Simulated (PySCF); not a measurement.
C2H5ClOSi2, SMILES [SiH2](C#C[SiH2]Cl)O. Geometry optimised at PBE-D3(BJ)/def2-SVP. This is a generated structure with no PubChem entry under its InChIKey; it may be hypothetical. One conformer was computed; it need not be the lowest.

Computed equilibrium geometry at PBE-D3(BJ)/def2-SVP (PySCF confirms it by a frequency run) as Cartesian coordinates in Å (one conformer of several):
```xyz
11

O     -3.3657    -0.0796     1.4984
Si    -2.8063    -0.6943     0.0419
C     -0.9625    -0.6102    -0.0576
C      0.2714    -0.5261    -0.1104
Si     2.0988    -0.4179    -0.1911
Cl     2.6679     1.5524    -0.5441
H     -3.0894     0.8319     1.6982
H     -3.3386     0.0544    -1.1490
H     -3.2348    -2.1256     0.0112
H      2.6865    -0.8556     1.1152
H      2.5983    -1.2705    -1.3167
```
